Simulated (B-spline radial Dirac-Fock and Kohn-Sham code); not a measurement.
**EELS cross sections of the Cu M2 edge**

System: neutral copper in the configuration 1s2 2s2 2p6 3s2 3p6 3d10 4s1. The computed values come from an atomic code on a B-spline grid: the first Born approximation with generalised oscillator strengths from a Dirac-Hartree-Slater potential (longitudinal and transverse terms; continuum final states only, so no white lines or fine structure). The edge is taken at 77.30 eV (tabulated value).

Input file task.json (cfg lists n, l and occupation; rrms is the nuclear radius in fm):

```json
{"items": [{
  "Z": 29,
  "q": 0,
  "cfg": [[1, 0, 2], [2, 0, 2], [2, 1, 6], [3, 0, 2], [3, 1, 6], [3, 2, 10], [4, 0, 1]],
  "A": 63,
  "rrms": 3.8823,
  "do": "eels",
  "beams": [[60, 20], [60, 100], [80, 20], [80, 100], [100, 10], [100, 20], [100, 100], [120, 5], [120, 20], [120, 50], [120, 100], [300, 5], [300, 10], [300, 20]],
  "edges": {"M2": 77.3}
}]}
```

Run with: `python xray2_run.py task.json out`

Partial cross sections σ(β, Δ) in barn, integrated over a window Δ above the edge and up to the collection semi-angle β, for parallel illumination:

```
E₀ (kV)  β (mrad)  Δ = 25 eV  Δ = 50 eV  Δ = 100 eV  Δ = 200 eV  Δ = 300 eV
     60        20       7240      10200       15500       21900       24600
     60       100          ?          ?           ?           ?           ?
     80        20       6300       8980       13700       19500       21900
     80       100       8030      12100       19400       29600       34700
    100        10       4200       5840        8800       12500       14100
    100        20       5670       8150       12500       17900       20100
    100       100       6870      10300       16600       25300       29700
    120         5       2890       3950        5880        8270        9280
    120        20       5220       7540       11600       16700       18900
    120        50       6040       9070       14500       22000       25600
    120       100       6080       9150       14700       22400       26300
    300         5       2330       3240        4910        7070        8050
    300        10       3060       4370        6720        9680       11000
    300        20       3610       5340        8490       12600       14500
```

Q: Give the row for 60 kV and 100 mrad.

A: 9940 b for 25 eV, 15000 b for 50 eV, 24100 b for 100 eV, 36600 b for 200 eV, 42800 b for 300 eV.
